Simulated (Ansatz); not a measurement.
| atom | x (Å) | y (Å) | z (Å) |
| --- | --- | --- | --- |
| H | 1.4950 | 0.0000 | 0.0000 |
| H | 1.2095 | 0.8787 | 0.0000 |
| H | 0.4620 | 1.4218 | 0.0000 |
| H | -0.4620 | 1.4218 | 0.0000 |
| H | -1.2095 | 0.8787 | 0.0000 |
| H | -1.4950 | 0.0000 | 0.0000 |
| H | -1.2095 | -0.8787 | 0.0000 |
| H | -0.4620 | -1.4218 | 0.0000 |
| H | 0.4620 | -1.4218 | 0.0000 |
| H | 1.2095 | -0.8787 | 0.0000 |

Basis set: def2-SVP (spherical functions). All electrons are correlated. Charge 0, multiplicity 1.

Computed with Ansatz (development build ahead of 0.2.0); each method stands on the lowest determinant of its kind that the runs found. Restricted open shells among the atoms or ions are ROHF, correlated in semicanonical orbitals with singles.

Give the atomization energy at this shape (free ground-state atoms in the same class of orbitals less the molecule, no zero-point energy) of singlet H₁₀ by RHF-MP2, RHF.

```
 method  atomization energy
RHF-MP2     369.39 kcal/mol
    RHF     246.34 kcal/mol
```

Caution: stretched shape with no unrestricted run beside it, a lower state can exist. Caution for RHF-MP2: bonds are stretched, where a single reference can fail.
